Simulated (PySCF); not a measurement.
# Atomic charges by several schemes

Species: C5H5FP2.
Structure used (PBE0-D3(BJ)/def2-SVP), in Å, numbered top down from 1:
```xyz
13
C5H5FP2 angstrom
C      1.9793   -0.6001    0.0740
C      0.5067   -0.3105   -0.0538
C      0.0521    0.9702    0.2724
C     -1.2550    1.4356    0.2116
P     -2.7064    0.6136   -0.2702
C     -2.0756   -0.9640   -0.6603
F     -3.0066   -1.8385   -1.0751
P     -0.4700   -1.6442   -0.6159
H      2.2059   -1.6629   -0.0938
H      2.5563   -0.0153   -0.6611
H      2.3488   -0.3265    1.0749
H      0.8124    1.6843    0.6141
H     -1.4178    2.4775    0.5102
```

Density: PBE0/pcSseg-1 (PySCF); schemes: Mulliken, IAO, Hirshfeld and ESP-fitted. Geometry: PBE0-D3(BJ)/def2-SVP; no solvent, vibrations or thermal averaging.

Q: Atoms with like bonding are taken together and averaged. For which atoms does the sign change between the 4 schemes (beyond +0.03 e in one, beyond −0.03 e in another)?

A: C2, C4, P5, C6 and P8.

Q: Which atoms carry the highest charge in the Mulliken, IAO, Hirshfeld and ESP-fitted schemes?

A: The schemes don't all agree: Mulliken P8 (+0.491); IAO P5 (+0.372); Hirshfeld P5 (+0.081); ESP-fitted C2 (+0.464).

Q: Tabulate the Mulliken, IAO, Hirshfeld and ESP-fitted charges.

A: In e; atoms taken as equivalent share a row and are averaged (×n: the atom named and its like, n in all):

| atom | environment | Mulliken | IAO | Hirshfeld | ESP-fitted |
| --- | --- | --- | --- | --- | --- |
| C1 | benzylic-type carbon | -0.190 | -0.414 | -0.116 | -0.545 |
| C2 | substituted aromatic carbon | -0.560 | -0.188 | -0.035 | +0.464 |
| C3 | aromatic CH carbon | +0.004 | -0.135 | -0.047 | -0.566 |
| C4 | aromatic CH carbon | -0.403 | -0.366 | -0.098 | +0.052 |
| P5 | phosphorus bonded to 2 C | +0.456 | +0.372 | +0.081 | -0.186 |
| C6 | aromatic C–F carbon | -0.212 | -0.154 | -0.032 | +0.325 |
| F7 | aryl fluorine | -0.261 | -0.251 | -0.082 | -0.148 |
| P8 | phosphorus bonded to 2 C | +0.491 | +0.355 | +0.079 | -0.249 |
| H9/H10/H11 | methyl hydrogen | +0.139 | +0.154 | +0.049 | +0.160 |
| H12 | aromatic hydrogen | +0.108 | +0.149 | +0.052 | +0.230 |
| H13 | aromatic hydrogen | +0.151 | +0.169 | +0.051 | +0.146 |

Mean size of the charges over all atoms: ESP-fitted 0.261 e, Mulliken 0.250 e, IAO 0.232 e, Hirshfeld 0.063 e. Each set sums to the total charge, 0, to within 0.001 e. The IAO scheme projects the occupied orbitals on a minimal set of polarised atomic orbitals and counts the electrons in each atom's part of it.

Q: How many electrons does the IAO scheme count on C2?

A: Z − q = 6 − (-0.188) = 6.188.

Q: Sum the charges by element, for elements with more than one atom.

A: 
```tsv
element	atoms	Mulliken	IAO	Hirshfeld	ESP-fitted
C	5	-1.362	-1.258	-0.328	-0.271
P	2	+0.947	+0.727	+0.161	-0.435
H	5	+0.676	+0.781	+0.249	+0.855
```

Q: How closely do the schemes follow one another over all atoms?

A: Correlation coefficient and root-mean-square difference: IAO with Hirshfeld 0.99, 0.187 e; Mulliken with IAO 0.89, 0.136 e; Mulliken with Hirshfeld 0.83, 0.246 e; Hirshfeld with ESP-fitted 0.29, 0.293 e; IAO with ESP-fitted 0.16, 0.364 e; Mulliken with ESP-fitted -0.26, 0.479 e.

These values come from a run that also computed NMR shieldings. The run took 22 s of wall time on one thread of an Arm Neoverse V2, shared host with 96 logical CPUs at a one-minute load of 56, and the process peaked at 0.83 GiB of memory.
